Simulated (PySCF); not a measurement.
Work out the structure from these simulated measurements.

Formula: C4H6O3S.

| Item | Value |
| --- | --- |
| 1H NMR | chemical shifts (computed TMS as zero) by class: 4.07 (3 H), 3.78 (2 H), 1.99 (1 H) ppm [GIAO PBE0/pcSseg-1] |
| 13C NMR | chemical shifts (computed TMS as zero) by class: 85.2 (1 C), 76.4 (1 C), 54.7 (1 C), 47.4 (1 C) ppm [GIAO PBE0/pcSseg-1] |
| Dipole | 4.44 D [PBE0/pcSseg-1] |
| Rotational structure | rotational constants A, B, C: 2.559, 1.596, 1.285 GHz [GFN2-xTB] |
| NMR, other nuclei | isotropic shieldings of nuclei other than C and H, by class: 109 (2 O), 170 (1 O), 189 (1 S) ppm [GIAO PBE0/pcSseg-1] |

The electronic properties come from PySCF, for the isolated species, density fitting. Levels stand in brackets. Geometry: GFN2-xTB, one conformer, isolated molecule. NMR values are class means; diastereotopic atoms form classes of their own.

Task: Give a SMILES that accounts for the data.

Result: Numbering: `[CH:1]#[C:2][CH2:3][S:4](=[O:5])(=[O:6])[O:7][CH3:8]`. 4 carbons fall into 4 classes; from least to most shielded: terminal alkyne carbon [C1] (85.2 ppm), alkyne carbon [C2] (76.4 ppm), methoxy carbon [C8] (54.7 ppm), sp3 carbon bound to sulfur [C3] (47.4 ppm). Hydrogen classes from least to most shielded: 3 H on a methoxy carbon, C8 (4.07 ppm, a mean of values up to 0.8 ppm apart in this geometry), 2 H on an sp3 carbon bound to sulfur, C3 (3.78 ppm), 1 H on a terminal alkyne carbon, C1 (1.99 ppm). The other shieldings belong to: 109 ppm, sulfonyl oxygen [O5/O6]; 170 ppm, oxygen bonded to C and S [O7]; 189 ppm, sulfonyl sulfur [S4]. The optimised geometry has point group C1 and is an asymmetric top. Structure: `S(=O)(OC)(=O)CC#C`. Computed isomers that give other values at the same levels: `C=CC(=C)S(=O)(=O)O` (13C chemical shifts (computed TMS as zero) by class: 155.7 (1 C), 136.5 (1 C), 133.1 (1 C), 127.7 (1 C) ppm); `C=C(C(=O)O)[S@](C)=O` (13C chemical shifts (computed TMS as zero) by class: 166.8 (1 C), 162.3 (1 C), 140.1 (1 C), 49.7 (1 C) ppm); `C=C(C=O)S(C)(=O)=O` (rotational constant A: 2.451 GHz; this holds for the one conformer computed). The assignments are read from this structure; whether some other isomer fits the data as well wasn't checked.

Conformer computed: `[CH:1]#[C:2][CH2:3][S:4](=[O:5])(=[O:6])[O:7][CH3:8]`: C2–C3–S4–O5 159°, C3–S4–O7–C8 78°.
